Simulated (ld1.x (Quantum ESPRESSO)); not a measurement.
# P: one change to an ultrasoft potential, before and after

phosphorus, ultrasoft, made with ld1.x (Quantum ESPRESSO) 7.5 (PBEsol, non-relativistic). Core [Ne], reference 3s1.5 3p3.5. Waves: 3s (bound): rcut 1.50, rcutus 1.60 bohr; 3s channel at -0.25 Ry: rcut 1.50, rcutus 1.60 bohr; 3p (bound): rcut 1.45, rcutus 2.00 bohr; 3p channel at 3.5 Ry: rcut 1.45, rcutus 2.00 bohr. Local part: all-electron potential smoothed inside 1.60 bohr (lloc = -1). Core correction: none. Augmentation charge: built from norm-conserving waves at rcut, not smoothed further.

All-electron outer shells of the reference configuration (PBEsol, non-relativistic, ld1.x):

| shell | level (eV) | outermost node (bohr) | outermost maximum (bohr) |
| --- | --- | --- | --- |
| 2p | -125.10 | – | 0.36 |
| 3s | -14.20 | 0.66 | 1.58 |
| 3p | -5.78 | 0.64 | 1.83 |

Change: core correction a·sin(br)/r model core inside 1.20 bohr.

Cutoffs: the cutoffs (Ry, on a coarse ladder) from which the occupation-weighted sum of valence levels, in a spherical-Bessel basis at the reference potential, stays within 10 and 1 mRy of its value at 400 Ry; they do not see the model core or the augmentation charge, which bear on the density cutoff. Errors are all-electron minus pseudo energies relative to the spin-unpolarised reference configuration.

Task: How do hardness, ghosts and transferability respond?

Result: The potential gets neither clearly harder nor softer (15 Ry and 21 Ry → 15 Ry and 21 Ry); of the 7 tests that both files solve, the error grows in 1 and shrinks in 2 by more than 15 % and 0.3 meV (median size 0.7 → 1.3 meV); neither file shows a bound ghost. A model core, the more so a compact one, raises the density cutoff, which this test does not measure.

| quantity | base | changed |
| --- | --- | --- |
| cutoff, loose | 15 Ry | 15 Ry |
| cutoff, tight | 21 Ry | 21 Ry |
| bound ghosts | none | none |
| error for 3s2 3p3, meV [ΔE -4.19 eV] | +0.4 | -0.3 |
| error for 3s2 3p2, meV [ΔE 5.52 eV] | +0.7 | +1.3 |
| error for 3s2 3p1, meV [ΔE 24.64 eV] | +9.2 | +9.5 |
| error for 3s1 3p4, meV [ΔE 4.23 eV] | +0.4 | -0.3 |
| error for 3s2 3p3.3, meV [ΔE -5.50 eV] | +0.6 | -0.2 |
| error for 3s0 3p5, meV [ΔE 12.78 eV] | +2.4 | -2.4 |
| error for 3s2 3p0, meV [ΔE 54.36 eV] | +48 | +31 |
| s: phases at 2.19 bohr within 0.05 rad from the reference energy up to (Ry; the scan ends near 5) | 4.3 | 4.3 |
| p: phases at 2.19 bohr within 0.05 rad from the reference energy up to (Ry; the scan ends near 5) | to the end of the scan | to the end of the scan |
| lowest overlap eigenvalue by channel | s 0.35, p 0.64 | s 0.35, p 0.64 |
